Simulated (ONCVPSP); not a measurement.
## Potentials for N (Z = 7) compared

Generated with ld1.x 7.5 (TM, RRKJ, ultrasoft, PAW), atompaw 4.2 or ONCVPSP 4.0.1. The cutoff is in Ry: for ld1.x and atompaw files where the sum of valence levels is converged to 10 mRy in a Bessel basis, for ONCV files where the hardest occupied wave has 1 mHa per electron of residual kinetic energy. The error is the largest all-electron minus pseudo excitation energy over each file’s own four to seven test configurations (ionisations up to +4, promotions, holes and added fractions of an electron), all of which were solved. The labels leave out finer settings (local radius, basis sizes, second energies), which also bear on the numbers. Spin-polarised tests are not counted. The rows are a selection from randomly drawn settings: files with unsolved tests, undetermined cutoffs or missed reference levels are left out.

A true bound ghost makes a file unfit for plane-wave use even where its test errors are small: the radial tests pick states by their node count and pass the ghost by.

| potential | cutoff (Ry) | largest error (meV) | bound ghosts |
| --- | --- | --- | --- |
| ONCV, LDA (Perdew-Wang 92), scalar-relativistic, rc 1.00/2.40/2.15 (spd), local s, core correction yes, reference 2s2 2p3, qcut 5/5/4.3, projectors 0/3/1 | 270 | +4653 | none |
| ONCV, Wu-Cohen, scalar-relativistic, rc 1.05/2.40/2.10 (spd), local smoothed, core correction no, reference 2s2 2p2.5, qcut 7.9/5.4/3.9, projectors 2/2/1 | 52 | +784 | none |
| ONCV, PBE, fully relativistic, rc 0.70/1.80 (sp), local smoothed, core correction yes, reference 2s2 2p3, qcut 11.8/7.1, projectors 2/3 | 112 | +1453 | s, p3/2, p1/2 |
| ONCV, PBEsol, scalar-relativistic, rc 1.15/1.40/1.30 (spd), local smoothed, core correction yes, reference 2s2 2p3, qcut 6.2/10.5/6.8, projectors 2/2/2 | 64 | +370 | none |
| ONCV, PBE, scalar-relativistic, rc 0.70/1.55/1.55 (spd), local smoothed, core correction yes, reference 2s1.75 2p3.25, qcut 8.6/6.8/6.9, projectors 2/2/3 | 72 | +906 | s |
| ONCV, PBE, scalar-relativistic, rc 0.70/1.85 (sp), local s, core correction yes, reference 2s2 2p2.5, qcut 9.4/6.9, projectors 0/2 | 194 | +310 | none |

Task: Fill in the row for N: ONCV, LDA (Perdew-Wang 92), scalar-relativistic, rc 1.15/2.25 (sp), local s, core correction yes, reference 2s2 2p3, qcut 5.8/7.8, projectors 0/2.

Result: cutoff 79 Ry, largest error +2046 meV, bound ghosts: none.

Task: Fill in the row for N: ONCV, PBEsol, scalar-relativistic, rc 0.80/1.25 (sp), local smoothed, core correction yes, reference 2s2 2p3, qcut 8.9/7.2, projectors 2/1.

Result: cutoff 60 Ry, largest error +351 meV, bound ghosts: none.

Task: Fill in the row for N: ONCV, LDA (Perdew-Wang 92), scalar-relativistic, rc 0.70/2.20/1.80 (spd), local smoothed, core correction no, reference 2s1 2p4, qcut 10.2/6.5/5.5, projectors 2/2/2.

Result: cutoff 124 Ry, largest error +5524 meV, bound ghosts: s, p.
